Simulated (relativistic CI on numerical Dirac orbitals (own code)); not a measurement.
**Ions with 44 electrons, Rh II to Eu XX**

These numbers are calculated, not measured: Dirac-Coulomb-Breit CI, separate exchange-only KLI orbitals for each configuration, model QED (radiative potential, 1s self-energy scaled to tabulated hydrogen-like ionisation energies), unscaled Slater integrals (own radial code, finite nucleus).

CI space (outside the closed core [Ar] 3d10): 4s2 4p6 4d8, 4s2 4p6 4d7 5s, 4s2 4p5 4d9, 4s2 4p6 4d7 4f, 4s2 4p4 4d10, 4s 4p6 4d9, 4s2 4p6 4d7 5p. Levels of other configurations are missing.

Energies above each ion's lowest level, in cm⁻¹. Levels are followed by their leading LS label, which can pass from one level to another where the coupling changes.

```
     Ion  4s2 4p6 4d8 3F_4  4s2 4p6 4d8 3F_3  4s2 4p6 4d8 3P_1  4s2 4p6 4d8 3P_2  4s2 4p6 4d8 3P_0
   Rh II               0.0            2228.7           11861.4           12085.8           12170.1
   Ag IV               0.0            3980.9           17927.9           18323.3           18140.0
    Cd V               0.0            5044.6           20347.7           14609.6           20462.3
   In VI               0.0            6250.4           22785.5           16305.7           22736.0
  Sn VII               0.0            7610.6           25305.3           18137.5           25007.8
 Sb VIII               0.0            9137.7           27944.7           20159.3           27296.8
   Te IX               0.0           10845.2           30730.9           22407.2           29610.5
     I X               0.0           12746.7           33686.2           24902.0           31950.5
   Xe XI               0.0           14856.3           36830.9           27654.2           34315.0
  Cs XII                 ?                 ?                 ?                 ?                 ?
 Ba XIII               0.0           19758.7           43762.5           33953.3           39101.7
  La XIV               0.0           22581.8           47585.4           37511.3           41514.0
   Ce XV               0.0           25674.0           51669.9           41351.9           43932.3
  Pr XVI               0.0           29051.4           56033.9           45485.5           46351.9
 Nd XVII               0.0           32730.7           60695.1           49924.7           48768.6
Pm XVIII               0.0           36729.0           65671.6           54683.7           51179.0
  Sm XIX               0.0           41063.8           70981.9           59777.9           53580.4
   Eu XX               0.0           45752.9           76644.4           65223.9           55970.5
```

(1) Fill in the row of Cs XII.

The lowest level keeps the configuration 4s2 4p6 4d8 and J = 4 throughout.

Between Z = 60 and 63 the energy of 4s2 4p6 4d8 3F_3 follows a local power law Z^6.9. For orientation: electrostatic splittings inside a shell grow about linearly with the screened charge, excitations that change n as its square, and fine structure as its fourth power; written in Z itself the exponents are larger, since the screened charge grows faster in proportion.

The members near neutrality are the least accurate: they can be off by several eV, miss lower levels of configurations outside the list, or start from a wrong lowest level.

## Answers

(1) 4s2 4p6 4d8 3F_4 0.0, 4s2 4p6 4d8 3F_3 17188.6, 4s2 4p6 4d8 3P_1 40183.6, 4s2 4p6 4d8 3P_2 30669.7, 4s2 4p6 4d8 3P_0 36700.3 (cm⁻¹).
